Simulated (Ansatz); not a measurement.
`[CH3][Ga@H-]1[OH+][Ga@@H-]([CH3])[OH+]1`. The species carries charge 0 and has multiplicity 1.

Z-matrix (Å, degrees):
```
Ga
O 1 1.973
Ga 1 2.947 2 41.7
O 1 1.972 2 83.2 3 -3.8
C 1 1.956 2 108.3 3 103.3
H 1 1.572 2 108.3 3 -110.8
H 2 0.959 1 113.8 3 119.7
C 3 1.956 1 112.3 2 92.8
H 3 1.572 1 117.3 2 -87.2
H 4 0.959 1 113.8 2 -116.0
H 5 1.092 1 111.1 2 -164.7
H 5 1.092 1 110.1 2 -44.8
H 5 1.092 1 111.0 2 75.1
H 8 1.092 3 110.1 1 -0.1
H 8 1.092 3 111.1 1 -120.0
H 8 1.092 3 111.1 1 119.8
```

(1) What are the harmonic wavenumbers in cm⁻¹ at PBE0-D4/def2-TZVP (Ansatz, finite differences of forces, unscaled)? (Best estimate.)

(2) Is this a minimum?

(3) Give the ideal-gas thermochemistry at 298.15 K and 1 bar (rigid rotor, harmonic oscillator; point group C2v, symmetry number 2).

(4) And at 400, 500, 600, 800 and 1000 K?

## Answers

(1) Ansatz gave: 52, 62, 71, 110, 128, 169, 203, 211, 355, 431, 452, 460, 465, 542, 548, 569, 589, 591, 600, 667, 732, 748, 752, 768, 862, 879, 1229, 1234, 1446, 1449, 1452, 1454, 1950, 1956, 3055, 3055, 3141, 3141, 3144, 3145, 3900, 3900.

(2) Yes, all 42 modes are real.

(3) Zero-point energy 303.1 kJ/mol; H(298) − E = 335.8 kJ/mol; entropy 439.2 J/(mol·K), of which translation 175.3, rotation 116.5, vibration 147.4; G(298) − E = 204.8 kJ/mol. Modes under 100 cm⁻¹ are hindered rotations or soft bends, so the harmonic entropy is rough.

(4) 
```tsv
T (K)	H − E (kJ/mol)	S (J/mol/K)	G − E (kJ/mol)
400	355.6	496.1	157.1
500	377.7	545.4	105.0
600	401.9	589.5	48.2
800	455.0	665.6	-77.5
1000	512.7	729.9	-217.2
```
